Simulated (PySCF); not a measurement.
Sn(F)(Cl)2(NH2) (Cl2FH2NSn), SMILES [NH2][Sn]([F])([Cl])[Cl].

The structure is a stationary point at B3LYP-D3(BJ)/def2-SVP. The structure was generated by enumeration; whether it is a known compound was not checked. The def2 effective core potentials stand for the cores of Sn; spin–orbit coupling is left out. Other conformers were not sampled.

Two levels are set side by side: TDA-PBE/def2-SVPD (PySCF) and TDA-M06-2X/def2-SVPD (PySCF). Vertical, same geometry. The lowest singlet is HOMO→LUMO 95 % with PBE and HOMO→LUMO 90 % with the other functional; states are paired by order. Differences are taken from unrounded values.

```tsv
quantity	TDA-M06-2X	TDA-PBE	TDA-PBE minus TDA-M06-2X
lowest singlet excitation (eV)	5.47	3.91	-1.55
lowest triplet excitation (TDA) (eV)	4.81	3.37	-1.44
first bright state (f over 0.05) (eV)	6.24	6.88	0.64
its oscillator strength	0.05	0.09	0.04
```

Functionals without exact exchange tend to place singlet excitations lower, as here. Differences between two approximate levels are no errors against the true value.

Rough cost on one machine, each run with all the roots and properties that it gave: TDA-M06-2X against TDA-PBE about 7 times.
